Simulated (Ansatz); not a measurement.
Cost and result for the atomization energy of `[NH2][Sn]([NH2])([NH2])[NH2]` (13 atoms, 12 bonds).

```xyz
13

N     1.732   -0.797    0.664
Sn    0.000    0.000    0.000
N    -1.234   -1.598   -0.032
N    -1.086    1.372    1.006
N     0.588    1.022   -1.638
H     2.478   -0.125    0.781
H     1.642   -1.327    1.521
H    -2.161   -1.398   -0.382
H    -0.867   -2.394   -0.536
H    -1.444    1.047    1.894
H    -0.606    2.250    1.158
H     1.125    0.475   -2.297
H    -0.167    1.472   -2.139
```

The species carries charge 0 and has multiplicity 1. Correlated methods include outer-core shells of Sn, which these sets cover unevenly. Sn: def2 effective core potential. Geometry: relaxed with PBE0-D4/def2-TZVP. It is one conformer, not always the lowest. Program: Ansatz. All runs use 2 threads of an AMD EPYC 7R13 on a shared host and a share of an NVIDIA H100 80 GB. Times are those of one run each, without the atoms' runs, and a repeat can differ threefold. Electronic energies, without spin–orbit coupling; frozen cores. CCSD(T)/CBS adds CCSD(T) − MP2 in def2-TZVPP to the MP2 limit, and its time is that of the two runs behind it. T1 = 0.012. With those shells the extrapolation isn't a true limit. B3LYP takes the VWN-RPA correlation (the form of Gaussian; ORCA's B3LYP/G). HSE06 is the plane-wave form, built on full-range PBE exchange.

CCSD(T)/CBS is a level of theory with its own doubt, some kJ/mol a heavy atom from the limit and from the frozen cores, so smaller differences don't rank the functionals.

```tsv
level	functions	wall time
revPBE-D4/def2-TZVPP	286	4.3 s
BLYP-D4/def2-TZVPP	286	5.5 s
CCSD(T)/def2-SVP	122	6 s
B3LYP-D4/def2-TZVPP (with forces)	286	6 s
HSE06-D4/def2-TZVPP	286	6 s
CAM-B3LYP-D4/def2-TZVPP	286	6 s
BHLYP-D4/def2-TZVPP	286	6.5 s
r2SCAN-D4/def2-TZVPP (with forces)	286	6.5 s
r2SCANh-D4/def2-TZVPP	286	7.5 s
MP2/def2-QZVPP	550	9.5 s
ωB97M-V/def2-TZVPP (with forces)	286	11 s
CCSD(T)/def2-TZVPP	286	14 s
CCSD(T)/CBS(def2)	–	24 s
```

Task: What atomization energy does each give, and how far from CCSD(T)/CBS? (Best estimate.)

Result: The calculation gave: 
```
                             level  atomization (kcal/mol)  difference from CCSD(T)/CBS  per bond
              revPBE-D4/def2-TZVPP                   989.7                        -15.6      -1.3
                BLYP-D4/def2-TZVPP                  1008.7                          3.4       0.3
                  CCSD(T)/def2-SVP                   895.6                       -109.7      -9.1
 B3LYP-D4/def2-TZVPP (with forces)                  1002.0                         -3.3      -0.3
               HSE06-D4/def2-TZVPP                   990.7                        -14.6      -1.2
           CAM-B3LYP-D4/def2-TZVPP                  1006.2                          0.9       0.1
               BHLYP-D4/def2-TZVPP                   959.7                        -45.6      -3.8
r2SCAN-D4/def2-TZVPP (with forces)                   985.4                        -19.9      -1.7
             r2SCANh-D4/def2-TZVPP                   976.1                        -29.2      -2.4
                    MP2/def2-QZVPP                   996.8                         -8.5      -0.7
  ωB97M-V/def2-TZVPP (with forces)                  1002.0                         -3.3      -0.3
                CCSD(T)/def2-TZVPP                   964.8                        -40.5      -3.4
                 CCSD(T)/CBS(def2)                  1005.3                          0.0       0.0
```

The D4 term adds +10.2 kcal/mol with B3LYP and +5.5 kcal/mol with PBE0; it sums over pairs of atoms, weighted by their polarisabilities, and B3LYP, whose exchange is more repulsive, gets the larger term. From BLYP to BHLYP (50 % exact exchange), in def2-TZVPP and without D4, the atomization energy moves by −43.8 kcal/mol: exact exchange takes away binding that semilocal exchange gives to molecules. At CCSD(T), def2-SVP lies −109.7 kcal/mol from the extrapolated value and def2-TZVPP −40.5 kcal/mol: correlation converges slowly with the basis, and small sets miss more of it in the bonded molecule than in its fragments.

Spin–orbit coupling would lower the free Sn atoms strongly, and the atomization energy with them, by more than many differences here. For some Ge, Se and Sn compounds the MP2-based and the directly extrapolated limit differ by 10 to 25 kJ/mol.
